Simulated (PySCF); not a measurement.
OSn, SMILES [O]=[Sn] (connectivity only; charge and spin as stated), charge -1, multiplicity 2.

Coordinates come from a B3LYP-D3(BJ)/def2-TZVPD optimisation. The spin state was assumed, not searched. The def2 effective core potentials stand for the cores of Sn; spin–orbit coupling is left out.

Calculation: IEF-PCM-PBE0/def2-TZVPD (PySCF 2.14.0).

The values are the electrostatic part of the solvation free energy, E(continuum) − E(gas) at the gas-phase geometry, in a cavity of scaled van der Waals radii (PySCF's table); cavitation and dispersion terms are not included. A continuum can't describe solvent molecules that bind to the metal.

| solvent | ε | ΔG(elec) (kcal/mol) |
|---|---|---|
| water | 78.36 | … |
| benzene | 2.27 | -33.5 |
| acetonitrile | 35.69 | -60.9 |

**Question.** Complete the blanks. (The exact figures need the calculation; the answer reports its results.)

**Answer.** 
- water, ΔG(elec) (kcal/mol): -62.0
